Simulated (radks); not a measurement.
Dispersion coefficients C6 (hartree bohr^6) between ground-configuration atoms and ions, from the Casimir-Polder integral (3/pi) of alpha_A(iw) alpha_B(iw). All-electron calculation, scalar-relativistic Kohn-Sham, LB94 model potential, spin-polarised, spherical densities, finite nucleus; open shells are filled with parallel spins first (spin-orbit coupling, left out, can overturn this in heavy ions); Fermi nuclear charge, rms radius of each element as measured or else 0.836 A^(1/3) + 0.57 fm. Program: a radial shooting solver on a logarithmic mesh with Libxc functionals. Response by self-consistent Sternheimer equations with the Hartree and adiabatic LDA kernel, the relativistic mass of each level held fixed and spin-orbit coupling left out. For heavy and open-shell atoms this level of theory can miss by tens of per cent.

| C6 | Rh3+ | Er | O | Ge+ | Eu2+ | He |
|---|---|---|---|---|---|---|
| Rh3+ | 22.09 |  |  |  |  |  |
| Er | 118.6 | 1318 |  |  |  |  |
| O | 17.50 | 111.3 | 14.63 |  |  |  |
| Ge+ | 39.25 | 307.5 | 34.56 | 87.09 |  |  |
| Eu2+ | 33.50 | 196.5 | 27.12 | 62.42 | 51.29 |  |
| He | 5.626 | 33.00 | 4.612 | 10.62 | 8.640 | 1.468 |

Static polarisabilities (bohr^3): Rh3+ ([Kr] 4d6) 4.769, Er ([Xe] 4f12 6s2) 104.8, O ([He] 2s2 2p4) 5.004, Ge+ ([Ar] 3d10 4s2 4p1) 16.13, Eu2+ ([Xe] 4f7) 8.736, He ([He]) 1.390. The combination rule 2 Ca Cb / ((alpha_b/alpha_a) Ca + (alpha_a/alpha_b) Cb) gives 186.5 for Eu2+-Er, against 196.5 from the integral.
